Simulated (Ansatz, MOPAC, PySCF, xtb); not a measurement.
Bond stretch in MgN (cation, charge +1), lowest singlet found (which spin is the ground state isn't settled by this scan).

Methods: PM6, restricted, heats of formation (MOPAC); RCCSD = CCSD on RHF/aug-cc-pVDZ, frozen core in Ansatz (an electronic-structure program); GFN1-xTB (xtb); RKS-BP86/6-31G* = PySCF with restricted BP86/6-31G*, spherical d; RMP2 = Ansatz with MP2 on RHF/aug-cc-pVDZ, frozen core.

Energies are in eV, each relative to the lowest point of its own curve between 1.76 and 2.38 Å, where full CI is lowest.

```csv
R / Å,PM6,RCCSD,GFN1-xTB,RKS-BP86/6-31G*,RMP2
1.76,0.110,0.529,0.145,0.570,0.534
1.85,0.000,0.186,0.021,0.216,0.184
1.92,0.012,0.053,0.000,0.069,0.049
2.01,0.124,0.000,0.031,0.000,0.000
2.07,0.244,0.017,0.076,0.010,0.023
2.16,0.475,0.094,0.167,0.085,0.117
2.21,0.623,0.156,0.225,0.150,0.191
2.30,0.913,0.286,0.341,0.293,0.351
2.38,1.185,0.413,0.453,0.441,0.512
2.55,1.778,0.687,0.702,0.779,0.877
2.68,2.219,0.881,0.890,1.038,1.154
2.85,2.754,—,1.115,1.357,1.491
3.08,3.382,—,1.366,1.736,1.881
3.40,4.064,—,—,2.153,2.284
3.77,4.612,—,—,2.492,2.552
```

At the longest distance, 3.77 Å, PM6 lies highest above its minimum (4.612 eV) and RKS-BP86/6-31G* lowest (2.492 eV).

A dash means that the run gave no value there, or that the column was ended at a point which the program doubted or which failed a test of continuity chosen for this set; such a test can also cut sound points.

The scan ran from 1.52 to 7.14 Å; beyond the distances shown full CI changes its symmetry label. The restricted form behind PM6, RKS-BP86/6-31G*, RMP2 keeps the bonding electrons paired and can't separate into open-shell fragments. The T1 diagnostic of CCSD on the restricted reference of RCCSD, RMP2 exceeds 0.045 at 3.08 to 3.77 Å.
